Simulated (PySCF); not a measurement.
**Which determinant of PPb lies lowest?**

Unrestricted PBE0; P def2-SVPD, Pb def2-SVPD with ECP60; scalar-relativistic core potentials (PySCF 2.14). Outer shells of the fragments: P 3s2 3p3; Pb 5d10 6s2 6p2.

Followed along the bond (rough minima from three points):

```json
{"2Ms+1": "2", "unpaired": "π ↑", "⟨S²⟩ at the start": "0.79", "R at minimum (Å)": "2.45", "Te (eV)": "0.00"}
{"2Ms+1": "2", "unpaired": "σ ↑", "⟨S²⟩ at the start": "0.85", "R at minimum (Å)": "2.33", "Te (eV)": "0.41"}
{"2Ms+1": "4", "unpaired": "π ↑↑↑", "⟨S²⟩ at the start": "3.76", "R at minimum (Å)": "none in the scan", "Te (eV)": "≤ 1.03"}
{"2Ms+1": "6", "unpaired": "σ ↑, π ↑↑↑↑", "⟨S²⟩ at the start": "8.75", "R at minimum (Å)": "none in the scan", "Te (eV)": "≤ 2.68"}
```

Solutions found at the starting distance of 2.460 Å, counted from the lowest of them; the search is not exhaustive and high or unbound solutions are not listed, so other states can lie among these:

| 2Ms+1 | unpaired | term | E (eV) | ⟨S²⟩ | ⟨Lz²⟩ | μ (D) |
| --- | --- | --- | --- | --- | --- | --- |
| 2 | π ↑ | ²Π | 0.00 | 0.79 | 1.01 | 2.95 |
| 2 | σ ↑ | ²Σ⁺ | 0.54 | 0.85 | 0.00 | 3.32 |
| 4 | π ↑↑↑ | ⁴Π | 1.34 | 3.76 | 1.00 | 0.86 |
| 2 | π ↑↑↓ | mixed | 1.71 | 1.76 | 3.02 | 0.86 |
| 4 | σ ↑, π ↑↑ | mixed | 1.73 | 3.76 | 2.01 | 1.61 |
| 4 | σ ↑, π ↑↑ | mixed | 2.12 | 3.76 | 2.01 | 1.86 |

A term symbol is given only where ⟨S²⟩ and ⟨Lz²⟩ are close to those of a pure state; real π, δ and φ orbitals otherwise mix terms. A positive dipole means P(−)Pb(+).

Task: Compare the gap between the two lowest followed solutions at the starting distance with the gap between their minima.

Result: At PBE0 the second solution (doublet, unpaired electrons σ ↑) lies +0.54 eV from the first (doublet, unpaired electrons π ↑) at 2.460 Å and +0.41 eV at the minima; the two curves relax by different amounts, since their minima lie near 2.33 and 2.45 Å.

These are scalar-relativistic numbers at best; spin–orbit coupling would shift them, the dissociation energy most. Counting both spins, an empty level lies below a filled one in some of these solutions, because spin and occupation are held.
